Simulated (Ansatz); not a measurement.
Isomers of CH$_{3}$BOS, relaxed with PBE0-D4/def2-TZVP in Ansatz; electronic energies, one conformer each and not always the lowest. Functionals use def2-TZVPP; CBS adds triple-zeta CCSD(T) − MP2 to the MP2 limit of def2-TZVPP and def2-QZVPP.

(1) Order them by energy at frozen-core CCSD(T)/CBS, lowest first. (Estimate.)
A. `SC1BO1`
B. `SB1CO1`
C. `OB1CS1`
D. `BSC=O`
E. `B1OCS1`

(2) How do PBE-D4, ωB97M-V, B3LYP-D4, MP2/CBS(def2) place them (kcal/mol, against `OB1CS1`)? (Estimate.)

## Answers

(1) C (0.0 kcal/mol), E (7.6 kcal/mol), B (19.5 kcal/mol), D (34.3 kcal/mol), A (44.1 kcal/mol).

(2) Computed: 
```tsv
isomer	PBE-D4	ωB97M-V	B3LYP-D4	MP2/CBS(def2)
`SC1BO1`	42.9	43.2	42.9	45.9
`BSC=O`	32.1	34.4	30.6	37.5
`SB1CO1`	18.2	18.5	18.1	21.2
`B1OCS1`	8.8	7.8	8.6	9.3
```

B3LYP here is the variant with VWN-RPA as its local correlation; programs differ in this.
